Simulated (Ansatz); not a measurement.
C₁₁H₁₃FHf, SMILES `[CH3][Hf]12345678([F])([C@H]9[C@@H]1[C@@H]2[C@@H]3[C@H]94)[C@H]1[C@@H]5[C@@H]6[C@@H]7[C@H]18`. The species carries charge 0 and has multiplicity 1. Hf: def2 effective core potential. The geometry is a stationary point of PBE0-D4/def2-TZVP.

```xyz
26

C     1.723    0.346    1.560
Hf   -0.221   -0.008    0.457
F    -1.395   -0.109    1.994
C     0.391   -2.467    0.696
C     1.192   -1.963   -0.357
C     0.341   -1.611   -1.419
C    -0.991   -1.883   -1.019
C    -0.949   -2.434    0.279
C    -1.788    1.821   -0.299
C    -1.168    1.329   -1.465
C     0.204    1.661   -1.403
C     0.427    2.360   -0.199
C    -0.802    2.455    0.485
H     1.959   -0.508    2.203
H     1.626    1.226    2.207
H     2.593    0.515    0.916
H     0.747   -2.795    1.661
H     2.266   -1.858   -0.338
H     0.646   -1.202   -2.370
H    -1.879   -1.733   -1.616
H    -1.805   -2.713    0.876
H    -2.828    1.702   -0.032
H    -1.658    0.800   -2.269
H     0.951    1.428   -2.148
H     1.375    2.743    0.144
H    -0.957    2.897    1.458
```

Problem. What is the dipole moment at ωB97M-V/def2-TZVPP? (Best estimate.)

Solution. The calculation gave: 2.57 D, with components (0.00, -0.13, -2.57) D in this frame, pointing from negative to positive charge.

Problem. And with PBE, r2SCAN, B3LYP? (Best estimate.)

Solution. Ansatz gave: PBE 2.31 D, r2SCAN 2.40 D, B3LYP 2.50 D.

Problem. Give the Mulliken charges with ωB97M-V, r2SCAN, B3LYP in def2-TZVPP. (An estimate is asked.)

Solution. Ansatz gave: 
```json
{"atom": "C1", "ωB97M-V": "-0.60", "r2SCAN": "-0.44", "B3LYP": "-0.53"}
{"atom": "Hf2", "ωB97M-V": "0.54", "r2SCAN": "0.67", "B3LYP": "0.78"}
{"atom": "F3", "ωB97M-V": "-0.32", "r2SCAN": "-0.35", "B3LYP": "-0.35"}
{"atom": "C4", "ωB97M-V": "-0.17", "r2SCAN": "-0.14", "B3LYP": "-0.17"}
{"atom": "C5", "ωB97M-V": "-0.11", "r2SCAN": "-0.10", "B3LYP": "-0.15"}
{"atom": "C6", "ωB97M-V": "-0.11", "r2SCAN": "-0.11", "B3LYP": "-0.14"}
{"atom": "C7", "ωB97M-V": "-0.18", "r2SCAN": "-0.14", "B3LYP": "-0.19"}
{"atom": "C8", "ωB97M-V": "-0.12", "r2SCAN": "-0.11", "B3LYP": "-0.14"}
{"atom": "C9", "ωB97M-V": "-0.13", "r2SCAN": "-0.12", "B3LYP": "-0.16"}
{"atom": "C10", "ωB97M-V": "-0.13", "r2SCAN": "-0.10", "B3LYP": "-0.14"}
{"atom": "C11", "ωB97M-V": "-0.15", "r2SCAN": "-0.13", "B3LYP": "-0.18"}
{"atom": "C12", "ωB97M-V": "-0.13", "r2SCAN": "-0.09", "B3LYP": "-0.14"}
{"atom": "C13", "ωB97M-V": "-0.16", "r2SCAN": "-0.15", "B3LYP": "-0.17"}
{"atom": "H14", "ωB97M-V": "0.12", "r2SCAN": "0.07", "B3LYP": "0.09"}
{"atom": "H15", "ωB97M-V": "0.12", "r2SCAN": "0.07", "B3LYP": "0.09"}
{"atom": "H16", "ωB97M-V": "0.12", "r2SCAN": "0.06", "B3LYP": "0.08"}
{"atom": "H17", "ωB97M-V": "0.14", "r2SCAN": "0.11", "B3LYP": "0.14"}
{"atom": "H18", "ωB97M-V": "0.14", "r2SCAN": "0.11", "B3LYP": "0.14"}
{"atom": "H19", "ωB97M-V": "0.13", "r2SCAN": "0.11", "B3LYP": "0.14"}
{"atom": "H20", "ωB97M-V": "0.13", "r2SCAN": "0.11", "B3LYP": "0.14"}
{"atom": "H21", "ωB97M-V": "0.15", "r2SCAN": "0.12", "B3LYP": "0.14"}
{"atom": "H22", "ωB97M-V": "0.14", "r2SCAN": "0.12", "B3LYP": "0.14"}
{"atom": "H23", "ωB97M-V": "0.13", "r2SCAN": "0.11", "B3LYP": "0.14"}
{"atom": "H24", "ωB97M-V": "0.13", "r2SCAN": "0.11", "B3LYP": "0.14"}
{"atom": "H25", "ωB97M-V": "0.14", "r2SCAN": "0.11", "B3LYP": "0.14"}
{"atom": "H26", "ωB97M-V": "0.14", "r2SCAN": "0.12", "B3LYP": "0.14"}
```

B3LYP here is the variant with VWN-RPA as its local correlation; programs differ in this.
